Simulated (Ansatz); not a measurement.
Ideal-gas functions of F4Hf (`[F][Hf]([F])([F])[F]`) at 400 K and 1 bar, from an Ansatz frequency run at PBE0-D4/def2-TZVP.

Molar mass 254.48 g/mol, point group Td (symmetry number 12), electronic degeneracy 1, moments of inertia 182.304, 182.31, 182.324 u Å². Harmonic wavenumbers (cm⁻¹, unscaled): 165, 165, 165, 169, 169, 654, 654, 654, 678.

Use S(trans) = R[1.5 ln M + 2.5 ln T − 1.1517]; rotational temperatures θ = 24.2544 K / I; S(rot) = R[ln(√π/σ · √(T³/θAθBθC)) + 1.5]; for each mode x = 1.438777 ν̃/T, S = R[x/(eˣ − 1) − ln(1 − e⁻ˣ)] and H = RT x/(eˣ − 1); 1 cm⁻¹ = 0.0119627 kJ/mol; R = 8.31446 J/(mol·K).

Task: By hand: the entropy, in J/(mol·K).

Result: Translation 184.0. Rotation: θ = 0.133, 0.133, 0.133 K, giving 96.5. Vibration, mode by mode: 12.77, 12.77, 12.77, 12.58, 12.58, 2.89, 2.89, 2.89, 2.70, in all 74.8. Electronic 0.0. Sum 355.3 J/(mol·K).

Task: By hand: H − E and G − E in kJ/mol, counted from the electronic energy.

Result: Zero-point energy ½ × 3473 × 0.0119627 = 20.8; thermal vibration 15.4; translation, rotation and pV give 4 RT = 13.3. H − E = 49.5 kJ/mol, and G − E = 49.5 − 400 × 355.3/1000 = -92.6 kJ/mol.

Vibration gives 21 % of the entropy.
